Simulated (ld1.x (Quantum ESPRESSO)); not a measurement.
# Logarithmic derivatives: Sc (Z = 21), TM

| Property | Result |
| --- | --- |
| Element | Sc |
| Generator | ld1.x (Quantum ESPRESSO) 7.5 |
| Type | norm-conserving Troullier–Martins (Kleinman–Bylander form) |
| Functional | PBE |
| Relativity | fully relativistic |
| Frozen core | [Ne] |
| Valence charge | 11 |
| Reference configuration | 3s2 3p6 3d1 4s0 4p0 (charge +2) |
| Partial waves | 3s (bound): rc 1.60 bohr; 3p (bound): rc 1.35 bohr; 3d (bound): rc 1.64 bohr |
| Local potential | the d channel |
| Core correction | none |

Open shells are filled in proportion to 2j + 1 (rel_dist='average').

The phase is arctan(r·u′/u) with u = r·R(r), unwrapped; energies in Ry, scanned from -7 to 5 Ry. A pole is an energy at which the radial function vanishes at the test radius. The pseudo phase is shifted by a multiple of π to meet the all-electron one at the reference energy, and phase errors are pseudo minus all-electron; the curves can meet again beyond the range given. Levels narrower than the energy grid can be missing from the lists of poles.

Question: For each channel, where are the poles, and over which energies does the pseudopotential scatter like the atom?

Answer:

```json
{"channel": "s", "radius (bohr)": "1.80", "reference energy (Ry)": "-5.17", "poles, all-electron": "-4.45", "poles, pseudo": "-4.45, 1.82", "unbroken range about the reference energy with phases within 0.05 rad": "below -1.3", "phase error 1 Ry above the reference energy (rad)": "-0.001"}
{"channel": "p1/2", "radius (bohr)": "1.80", "reference energy (Ry)": "-3.62", "poles, all-electron": "-2.68", "poles, pseudo": "-2.67", "unbroken range about the reference energy with phases within 0.05 rad": "below 1.9", "phase error 1 Ry above the reference energy (rad)": "+0.002"}
{"channel": "p3/2", "radius (bohr)": "1.80", "reference energy (Ry)": "-3.58", "poles, all-electron": "-2.62", "poles, pseudo": "-2.61", "unbroken range about the reference energy with phases within 0.05 rad": "below 1.9", "phase error 1 Ry above the reference energy (rad)": "+0.002"}
{"channel": "d3/2", "radius (bohr)": "1.80", "reference energy (Ry)": "-1.32", "poles, all-electron": "0.05", "poles, pseudo": "0.11", "unbroken range about the reference energy with phases within 0.05 rad": "below 2.0", "phase error 1 Ry above the reference energy (rad)": "+0.009"}
{"channel": "d5/2", "radius (bohr)": "1.80", "reference energy (Ry)": "-1.32", "poles, all-electron": "0.06", "poles, pseudo": "0.11", "unbroken range about the reference energy with phases within 0.05 rad": "below 2.1", "phase error 1 Ry above the reference energy (rad)": "+0.007"}
```

Phases in the p3/2 channel:

```tsv
E (Ry)	all-electron	pseudo
-7.00	1.272	1.274
-6.74	1.258	1.260
-6.48	1.241	1.243
-6.22	1.220	1.223
-5.96	1.195	1.198
-5.70	1.163	1.166
-5.44	1.120	1.124
-5.18	1.060	1.065
-4.92	0.971	0.976
-4.66	0.823	0.829
-4.40	0.546	0.553
-4.14	0.009	0.016
-3.88	-0.673	-0.671
-3.62	-1.101	-1.101
-3.36	-1.319	-1.319
-3.10	-1.443	-1.442
-2.84	-1.522	-1.520
-2.58	-1.578	-1.576
-2.32	-1.621	-1.617
-2.06	-1.655	-1.651
-1.80	-1.684	-1.680
-1.54	-1.710	-1.705
-1.28	-1.734	-1.728
-1.02	-1.757	-1.750
-0.76	-1.780	-1.772
-0.50	-1.803	-1.794
-0.24	-1.827	-1.816
0.02	-1.852	-1.840
0.28	-1.880	-1.865
0.54	-1.911	-1.893
0.80	-1.945	-1.925
1.06	-1.986	-1.961
1.32	-2.033	-2.003
1.58	-2.091	-2.054
1.84	-2.163	-2.116
2.10	-2.253	-2.194
2.36	-2.370	-2.295
2.62	-2.524	-2.428
2.88	-2.725	-2.603
3.14	-2.974	-2.832
3.40	-3.255	-3.108
3.66	-3.527	-3.401
3.92	-3.759	-3.667
4.18	-3.941	-3.880
4.44	-4.080	-4.042
4.70	-4.185	-4.163
4.96	-4.267	-4.256
```
